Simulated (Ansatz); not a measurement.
Geometry optimisation, Ansatz, RKS revPBE-D4/6-31G*.

Input:

```yaml
crystal:
  periodic: [false, false, false]
  atoms:
    - { symbol: O, position_ang: [1.29599, -0.7287, -1.15545] }
    - { symbol: C, position_ang: [0.76401, -0.2908, -0.16763] }
    - { symbol: B, position_ang: [-0.66106, 0.37626, 0.03897] }
    - { symbol: Cl, position_ang: [-1.94271, -0.56936, 0.5656] }
    - { symbol: H, position_ang: [1.33376, -0.32329, 0.80178] }
    - { symbol: H, position_ang: [-0.78999, 1.53589, -0.08327] }
basis:
  gaussian: { orbitals: "6-31G*" }
hamiltonian:
  xc: revpbe
  dispersion: d4
relax:
  f_tol: 0.02
  max_steps: 40
scf:
  lower_state_search: "off"
```

Command:

```bash
$ ansatz run input.yaml --threads 1 --pin off --max-ram 2048MiB --backend cpu --events-out ev --progress --plain --runs-dir out
```

Task: Where does it end, and by what steps?

Result: The forces met the threshold. After 12 steps the energy has fallen by 0.235 eV; O1 moved furthest, 0.30 Å.

| step | energy less start (eV) | largest force component (eV/Å) | accepted |
| --- | --- | --- | --- |
| 0 | 0.0000 | 1.917 | yes |
| 1 | -0.1072 | 0.900 | yes |
| 2 | -0.1544 | 0.536 | yes |
| 3 | -0.1489 | 0.991 | no |
| 4 | -0.1784 | 0.292 | yes |
| 5 | -0.2021 | 0.285 | yes |
| 6 | -0.2166 | 0.432 | yes |
| 7 | -0.2282 | 0.352 | yes |
| 8 | -0.2330 | 0.244 | yes |
| 9 | -0.2343 | 0.075 | yes |
| 10 | -0.2330 | 0.168 | no |
| 11 | -0.2348 | 0.031 | yes |
| 12 | -0.2348 | 0.019 | yes |

```xyz
6
Properties=species:S:1:pos:R:3
O 1.080 -0.519 -1.164
C 0.821 -0.253 0.017
B -0.618 0.401 0.081
Cl -1.980 -0.614 0.552
H 1.530 -0.524 0.843
H -0.833 1.508 -0.329
```

Whether the end is a true minimum wasn't checked by a vibrational analysis.

Time of the run: 21 s on 1 thread of Arm Neoverse V2, on a shared host, peak memory 0.14 GiB.
